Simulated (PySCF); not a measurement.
SMILES [OH][Al]([OH])[O][SiH2][O][Al]([CH3])[CH3] (C2H10Al2O4Si), GFN2-xTB optimised geometry.

```
19

Al    -1.32    -3.15    -2.81
C     -1.56    -1.71    -4.16
C     -1.73    -5.10    -2.88
O     -0.68    -2.63    -1.34
Si    -0.18    -1.87     0.00
O     -0.64    -0.32     0.00
Al    -1.29     1.18    -0.35
O     -1.00     2.50     0.62
O     -2.22     1.33    -1.71
H     -2.38    -1.86    -4.87
H     -0.66    -1.55    -4.76
H     -1.74    -0.77    -3.62
H     -2.09    -5.42    -3.86
H     -2.49    -5.38    -2.15
H     -0.85    -5.70    -2.65
H     -0.83    -2.50     1.15
H      1.29    -1.87     0.00
H     -0.53     2.69     1.42
H     -2.71     2.02    -2.15
```

Density from PySCF with CAM-B3LYP/def2-SVP at that geometry.

Minimum of the electron density along straight lines between bonded atoms, close to the bond critical point (lines longer than 1.1 times the sum of covalent radii, or with two minima, are not listed):

```json
[
 {"bond": "Al1–C2", "length / Å": "1.993", "ρ at the minimum / e bohr⁻³": "0.079", "∇²ρ there / e bohr⁻⁵": "0.29", "position (fraction from the first atom)": "0.40"},
 {"bond": "Al1–C3", "length / Å": "1.993", "ρ at the minimum / e bohr⁻³": "0.079", "∇²ρ there / e bohr⁻⁵": "0.31", "position (fraction from the first atom)": "0.40"},
 {"bond": "Al1–O4", "length / Å": "1.689", "ρ at the minimum / e bohr⁻³": "0.096", "∇²ρ there / e bohr⁻⁵": "0.91", "position (fraction from the first atom)": "0.43"},
 {"bond": "O4–Si5", "length / Å": "1.618", "ρ at the minimum / e bohr⁻³": "0.130", "∇²ρ there / e bohr⁻⁵": "1.11", "position (fraction from the first atom)": "0.59"},
 {"bond": "Si5–O6", "length / Å": "1.623", "ρ at the minimum / e bohr⁻³": "0.128", "∇²ρ there / e bohr⁻⁵": "1.08", "position (fraction from the first atom)": "0.41"},
 {"bond": "O6–Al7", "length / Å": "1.670", "ρ at the minimum / e bohr⁻³": "0.103", "∇²ρ there / e bohr⁻⁵": "0.98", "position (fraction from the first atom)": "0.57"},
 {"bond": "Al7–O8", "length / Å": "1.660", "ρ at the minimum / e bohr⁻³": "0.106", "∇²ρ there / e bohr⁻⁵": "1.02", "position (fraction from the first atom)": "0.43"},
 {"bond": "Al7–O9", "length / Å": "1.656", "ρ at the minimum / e bohr⁻³": "0.107", "∇²ρ there / e bohr⁻⁵": "1.04", "position (fraction from the first atom)": "0.43"},
 {"bond": "C2–H10", "length / Å": "1.092", "ρ at the minimum / e bohr⁻³": "0.267", "∇²ρ there / e bohr⁻⁵": "-0.94", "position (fraction from the first atom)": "0.62"},
 {"bond": "C2–H11", "length / Å": "1.094", "ρ at the minimum / e bohr⁻³": "0.264", "∇²ρ there / e bohr⁻⁵": "-0.91", "position (fraction from the first atom)": "0.62"},
 {"bond": "C2–H12", "length / Å": "1.096", "ρ at the minimum / e bohr⁻³": "0.266", "∇²ρ there / e bohr⁻⁵": "-0.95", "position (fraction from the first atom)": "0.63"},
 {"bond": "C3–H13", "length / Å": "1.091", "ρ at the minimum / e bohr⁻³": "0.268", "∇²ρ there / e bohr⁻⁵": "-0.94", "position (fraction from the first atom)": "0.62"},
 {"bond": "C3–H14", "length / Å": "1.094", "ρ at the minimum / e bohr⁻³": "0.265", "∇²ρ there / e bohr⁻⁵": "-0.92", "position (fraction from the first atom)": "0.62"},
 {"bond": "C3–H15", "length / Å": "1.094", "ρ at the minimum / e bohr⁻³": "0.265", "∇²ρ there / e bohr⁻⁵": "-0.92", "position (fraction from the first atom)": "0.62"},
 {"bond": "Si5–H16", "length / Å": "1.463", "ρ at the minimum / e bohr⁻³": "0.120", "∇²ρ there / e bohr⁻⁵": "0.34", "position (fraction from the first atom)": "0.49"},
 {"bond": "Si5–H17", "length / Å": "1.463", "ρ at the minimum / e bohr⁻³": "0.120", "∇²ρ there / e bohr⁻⁵": "0.33", "position (fraction from the first atom)": "0.49"},
 {"bond": "O8–H18", "length / Å": "0.947", "ρ at the minimum / e bohr⁻³": "0.358", "∇²ρ there / e bohr⁻⁵": "-2.56", "position (fraction from the first atom)": "0.82"},
 {"bond": "O9–H19", "length / Å": "0.948", "ρ at the minimum / e bohr⁻³": "0.357", "∇²ρ there / e bohr⁻⁵": "-2.59", "position (fraction from the first atom)": "0.82"}
]
```
